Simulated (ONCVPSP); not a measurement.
**chromium: one change to an ONCV potential, before and after**

```json
{"Element": "chromium (Cr)", "Generator": "ONCVPSP 4.0.1", "Type": "optimised norm-conserving Vanderbilt (ONCV)", "Functional": "PBE", "Relativity": "scalar-relativistic", "Frozen core": "[Ar]", "Valence charge": "6", "Reference configuration": "3d5 4p1", "Partial waves": "s scattering state at 0.41 Ha: rc 2.80 bohr, ncon 4, nbas 7, qcut 2.1 1/bohr, 1 projector; 4p: rc 3.50 bohr, ncon 4, nbas 8, qcut 2.4 1/bohr, 1 projector; 3d: rc 1.30 bohr, ncon 5, nbas 9, qcut 11.2 1/bohr, 1 projector", "Local potential": "polynomial inside 0.80 bohr (lpopt 5, dvloc0 0 Ha)", "Core correction": "Teter function fitted to the true core (icmod 2), fcfact 0.65"}
```

In the s channel the program set the typed energies aside and used 0.050 Ha.

All-electron outer shells of the reference configuration (PBE, scalar-relativistic, ld1.x):

```json
{"shell": "3p", "level (eV)": "-46.86", "outermost node (bohr)": "0.33", "outermost maximum (bohr)": "0.80"}
{"shell": "3d", "level (eV)": "-4.27", "outermost node (bohr)": "–", "outermost maximum (bohr)": "0.84"}
{"shell": "4p", "level (eV)": "-1.73", "outermost node (bohr)": "1.24", "outermost maximum (bohr)": "3.80"}
```

Change: all radii but the core radius scaled by about 0.89 (s 2.48, p 3.10, d 1.16 bohr); local potential polynomial inside 0.70 bohr (lpopt 5, dvloc0 0 Ha).

Cutoffs: the cutoffs (Ha) at which the residual kinetic energy of the hardest occupied pseudo-wave falls to 1 and 0.1 mHa per electron; they do not see the model core or the augmentation charge, which bear on the density cutoff. Errors are all-electron minus pseudo energies relative to the spin-unpolarised reference configuration.

Q: Predict the effect on cutoff, ghosts and configuration errors.

A: The potential gets harder (53 Ha and 61 Ha → 59 Ha and 165 Ha); both files keep a bound ghost (p, s); the lowest positive-energy flag moves from none to s at 28.4 eV; of the 3 tests that both files solve, the error grows in 1 and shrinks in 0 by more than 15 % and 0.3 meV (median size 37.3 → 32.4 meV). A smaller radius makes the pseudo-wave follow the all-electron one further in, where it bends more sharply, so more plane waves are needed.

| quantity | base | changed |
| --- | --- | --- |
| cutoff, loose | 53 Ha | 59 Ha |
| cutoff, tight | 61 Ha | 165 Ha |
| loose cutoff by channel | p 0.9 Ha, d 53 Ha | p 0.9 Ha, d 59 Ha |
| bound ghosts | s, p | s, p |
| GHOST(+) flags under 300 eV | none | s at 28.4 eV |
| tests with a reliable result | 3 of 4 | 3 of 4 |
| error for 3d5 4s1 4p0, meV [ΔE -3.12 eV] | +37 | +32 |
| error for 3d5 4p0, meV [ΔE 3.78 eV] | -1.3 | -1.2 |
| error for 3d4 4s1 4p1, meV [ΔE 0.38 eV] | -100 | -129 |
| rms error of d²Exc/dni dnj with the model core, mHa | 4.02 | 4.05 |

 A true bound ghost makes a file unfit for plane-wave use even where its test errors are small: the radial tests pick states by their node count and pass the ghost by.
